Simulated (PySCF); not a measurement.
**Hg: excitation energy**

Hg [Xe] 4f14 5d10 6s2 (1S) → Hg [Xe] 4f14 5d10 6s1 7s1 (3S), as a difference of total energies. Computed with PySCF 2.14 in aug-cc-pwCVDZ-PP with ECP60MDF, with a scalar-relativistic core potential. Correlated levels: valence and next inner shell: nothing frozen outside the core potential. The calculations carry no spin-orbit coupling.

```json
{"method": "UHF", "excitation energy (eV)": "6.046"}
{"method": "MP2 (valence and next inner shell)", "excitation energy (eV)": "7.827"}
{"method": "SCS-MP2 (valence and next inner shell)", "excitation energy (eV)": "7.777"}
{"method": "CCSD (valence and next inner shell)", "excitation energy (eV)": "7.510"}
{"method": "CCSD(T) (valence and next inner shell)", "excitation energy (eV)": "7.630"}
```

Question: How much does correlation contribute at CCSD(T) (valence and next inner shell)?

Answer: 7.630 − (6.046) = 1.584 eV, measured against UHF.

Errors of the correlated levels include the incompleteness of this basis.

For comparison: 7.730 eV (measured; NIST levels).
